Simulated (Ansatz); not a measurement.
Al₄Sb₃⁺ (the lowest singlet isomer of a short search), 7 atoms. Hardware: 4 threads of Arm Neoverse V2 on a shared host.

In the def2 sets Sb takes a core potential; there is no spin–orbit coupling. Correlated methods freeze 32 core orbitals; core or outer-core shells of Sb are correlated, in sets that lack core-valence functions.

Q: How many basis functions does each of these Ansatz runs have, and roughly what does it cost? PBE-D4/def2-SVP, charge 1 singlet, energy, from earlier orbitals; PBE-D4/def2-TZVP, charge 0 doublet at the geometry of the charge 1 singlet, energy, from earlier orbitals; ωB97M-V/def2-TZVP, charge 1 singlet, energy, from earlier orbitals; r2SCAN-D4/def2-TZVP, charge 1 singlet, energy, from earlier orbitals; r2SCAN-D4/def2-TZVP, charge 1 triplet at the geometry of the charge 1 singlet, energy, from earlier orbitals; BHLYP-D4/def2-TZVP, charge 1 singlet, energy, from earlier orbitals; revPBE-D4/def2-TZVP, charge 1 singlet, energy, from earlier orbitals; revPBE-D4/def2-TZVP, charge 0 doublet at the geometry of the charge 1 singlet, energy, from earlier orbitals; PBE-D4/def2-TZVP, charge 1 singlet, energy, from earlier orbitals; PBE-D4/def2-TZVP, charge 1 triplet at the geometry of the charge 1 singlet, energy, from earlier orbitals; RPA@PBE/def2-TZVP, charge 1 singlet, energy, from earlier orbitals; PBE0-D4/def2-TZVP, charge 0 doublet at the geometry of the charge 1 singlet, energy.

A: Other jobs shared the machine, so times can vary by a factor of up to 3. A dash marks memory too small to be measured apart from the calling script's.

```tsv
run	functions	fitting or Cholesky vectors	wall time	peak host memory (GiB)
PBE-D4/def2-SVP, charge 1 singlet, energy, from earlier orbitals	150	1720	2.3 s	–
revPBE-D4/def2-TZVP, charge 1 singlet, energy, from earlier orbitals	298	2185	4.9 s	–
PBE-D4/def2-TZVP, charge 1 singlet, energy, from earlier orbitals	298	2185	5 s	–
r2SCAN-D4/def2-TZVP, charge 1 singlet, energy, from earlier orbitals	298	2185	11 s	0.7
RPA@PBE/def2-TZVP, charge 1 singlet, energy, from earlier orbitals	298	2314	16 s	1.3
revPBE-D4/def2-TZVP, charge 0 doublet at the geometry of the charge 1 singlet, energy, from earlier orbitals	298	2185	16 s	0.77
BHLYP-D4/def2-TZVP, charge 1 singlet, energy, from earlier orbitals	298	2578	16 s	1.5
PBE-D4/def2-TZVP, charge 1 triplet at the geometry of the charge 1 singlet, energy, from earlier orbitals	298	2185	25 s	1.6
PBE-D4/def2-TZVP, charge 0 doublet at the geometry of the charge 1 singlet, energy, from earlier orbitals	298	2185	26 s	1.6
PBE0-D4/def2-TZVP, charge 0 doublet at the geometry of the charge 1 singlet, energy	298	2314	30 s	1.9
ωB97M-V/def2-TZVP, charge 1 singlet, energy, from earlier orbitals	298	2299	30 s	1.8
r2SCAN-D4/def2-TZVP, charge 1 triplet at the geometry of the charge 1 singlet, energy, from earlier orbitals	298	2185	67 s	1.7
```
